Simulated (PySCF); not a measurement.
## Electronic structure of Be⁺ (beryllium, charge +1) at the UHF level

Configuration: [He] 2s1, 2S determinant. Computed with PySCF 2.14 in jorge-DZP-DKH (4s2p1d, 15 functions), with the spin-free X2C one-electron Hamiltonian (Gaussian nucleus).

```
Total energy                        : -14.278846 hartree
One-electron energy                 : -17.6114 hartree
Hartree (Coulomb) energy            : 5.8395 hartree
Exchange energy                     : -2.5069 hartree
⟨S²⟩                                : 0.7500
⟨L²⟩                                : 0.000
Sum of ⟨r⟩                          : 3.114 bohr
Sum of ⟨r²⟩                         : 6.574 bohr²
Langevin diamagnetic susceptibility : -5.21 ×10⁻⁶ cm³/mol
Time after the integrals            : 0.04 s of wall time on 1 thread of Neoverse-V1 (shared host)
```

| shell | electrons | mean orbital energy (eV) | rms radius, mean of both spins (bohr) |
| --- | --- | --- | --- |
| 1s α | 1 | -140.42 | 0.482 |
| 1s β | 1 | -139.32 | 0.482 |
| 2s α | 1 | -18.123 | 2.47 |
